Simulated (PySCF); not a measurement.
Isomers of C3H3F. Gas-phase values, no solvent. Strings in code marks are SMILES.

Level of theory: PySCF with PBE0-D3(BJ)/def2-TZVP. Delta-SCF ions had no search for a lower state. Excitations are Tamm–Dancoff values on a coarser integration grid. The basis has no diffuse functions, so Rydberg states are missing or too high.

| species | vertical ionisation energy (Delta-SCF) (eV) | T1 excitation (TDA) (eV) | HOMO–LUMO gap (eV) | S1–T1 gap (TDA) (eV) | HOMO (eV) | S1 oscillator strength |
|---|---|---|---|---|---|---|
| `FC1=CC1` | 9.77 | … | 7.81 | … | -7.30 | 0.095 |
| `FCC#C` | 10.68 | 5.23 | 8.26 | 0.94 | … | 0.000 |
| `CC#CF` | 10.17 | 5.96 | … | 1.35 | … | 0.000 |
| `C=C=CF` | … | 4.38 | 6.84 | 0.55 | -7.49 | 0.001 |

Task: Complete the blanks.

Result: 
- `FC1=CC1`, T1 excitation (TDA) (eV): 4.54
- `FC1=CC1`, S1–T1 gap (TDA) (eV): 2.65
- `FCC#C`, HOMO (eV): -8.19
- `CC#CF`, HOMO–LUMO gap (eV): 8.96
- `CC#CF`, HOMO (eV): -7.63
- `C=C=CF`, vertical ionisation energy (Delta-SCF) (eV): 9.84
